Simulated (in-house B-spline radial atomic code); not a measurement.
**BSE on G0W0@HF excitations of Kr**

Method: BSE on G0W0@HF. Computed with an all-electron radial atomic-structure program (B-spline basis): linear response of the closed shell [Ar] 3d10 4s2 4p6 with a statically screened interaction on G0W0 levels; non-relativistic, point nucleus, no spin-orbit coupling, no double excitations, S, P, D and F terms only; shells from n = 2 respond. Only terms of natural parity with L up to 3 were computed.

Without relativity these are model numbers for so heavy an element.

Only levels near the gap carry their own quasi-particle shift, so the BSE energies are approximate.

Command:
```bash
python run_td.py task.json out
```
Settings (radii: box in bohr, nucleus in fm):
```
Z                        36
electrons                36
configuration            [Ar] 3d10 4s2 4p6
hamiltonian              nr
method                   bse
box_radius               75
intervals                60
```

Run time, properties included: 20 s on 1 thread of Intel(R) Xeon(R) Platinum 8559C (Emerald Rapids), on a shared host.

The lowest states, in the order of their Tamm-Dancoff energies; the method's threshold (minus the highest G0W0 level) is 14.639 eV. Labels give the largest channel, * marks a mixed state, and oscillator strengths are full-response dipole values. Energies in eV:

| state | full response | Tamm-Dancoff | oscillator strength |
| --- | --- | --- | --- |
| 4p → 5s 3P | 10.839 | 10.846 | - |
| 4p → 5s 1P | ? | ? | ? |
| 4p → 5p 3S | 11.953 | 11.962 | - |
| 4p → 5p 3D | 12.172 | 12.176 | - |
| 4p → 5p 1D | 12.254 | 12.256 | - |
| 4p → 5p 1S | 12.467 | 12.497 | - |
| 4p → 4d 3P | ? | ? | - |
| 4p → 4d 3F | 12.848 | 12.861 | - |
| 4p → 4d 1F | 12.985 | 12.986 | - |
| 4p → 6s 3P | 13.054 | 13.055 | - |

Where does 4p → 4d 3P lie?

At 12.745 eV in full response, 12.753 eV in Tamm-Dancoff.

Where does 4p → 5s 1P lie?

At 11.097 eV in full response, 11.104 eV in Tamm-Dancoff, oscillator strength 0.329.

How large is the singlet-triplet splitting of 4p → 5s (P terms) in Tamm-Dancoff?

0.258 eV, from the unrounded values.

What polarisabilities and dispersion coefficient does the method give?

Dipole 15.36 bohr³, quadrupole 89.98 bohr⁵, C6 118.4 hartree·bohr⁶ for two such species. Recommended dipole value: 16.78 ± 0.02 bohr³ (Schwerdtfeger and Nagle, table of static dipole polarizabilities (2023 update)), which includes relativity and correlation.
